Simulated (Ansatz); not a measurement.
B₄P₄⁻, relaxed as a doublet with UKS B3LYP-D4/def2-SVPD in Ansatz, starting from the GFN1-xTB geometry. Force threshold 0.02 eV/Å.

The relaxation made no stability test and no search for a lower SCF solution. Another isomer (doublet) lies 1.47 eV lower at PBE0-D4/def2-TZVPD; other spin states weren't run for this one.

Start:

```xyz
8

B    -0.338   -1.043    0.377
B    -0.147    1.089   -0.950
B    -0.926   -0.544   -0.976
B     0.595    0.907    0.408
P     1.345   -1.786    1.092
P     2.221    0.045    1.119
P    -1.222    0.567    1.129
P    -1.528    0.766   -2.198
```

```tsv
step	energy (eV)	largest force component (eV/Å)	SCF passes
1	-39849.4767	1.282	26
2	-39849.6079	0.742	24
3	-39849.6640	0.189	29
4	-39849.7625	0.572	30
5	-39849.8322	0.467	30
6	-39849.8797	0.219	30
7	-39849.8874	0.070	27
8	-39849.8891	0.029	29
9	-39849.8892	0.012	21
10	-39849.8892	0.005	20
11	-39849.8892	0.003	20
12	-39849.8892	0.010	21
13	-39849.8894	0.085	30
14 (rejected)	-39849.8515	0.966	35
15	-39849.9016	0.236	33
16	-39849.9046	0.284	29
17	-39849.9111	0.873	34
18 (rejected)	-39849.8109	1.103	33
19	-39849.9488	0.269	28
20 (rejected)	-39849.8906	0.778	36
21	-39849.9581	0.052	29
22	-39849.9591	0.012	29
```

Force components are those of the run's own axes.

End:

| atom | x (Å) | y (Å) | z (Å) |
| --- | --- | --- | --- |
| B1 | -0.3997 | -0.9728 | 0.5187 |
| B2 | -0.2132 | 1.3070 | -1.1295 |
| B3 | -0.7149 | -0.3541 | -0.9358 |
| B4 | 0.3056 | 0.8082 | 0.3001 |
| P5 | 1.2282 | -1.8474 | 1.0903 |
| P6 | 2.0483 | 0.0620 | 0.8581 |
| P7 | -1.0347 | 0.4021 | 1.7335 |
| P8 | -1.2195 | 0.5950 | -2.4353 |

Bonds formed: B1–B4, B3–B4 (atoms count from 1).

The force fell under the threshold at step 9, but the optimiser went on and released 0.070 eV more. No frequencies were taken in this run, so the end may be a saddle point.

Run time 3.6 min (4 threads of Arm Neoverse N1 on a shared host), peak host memory 0.73 GiB.
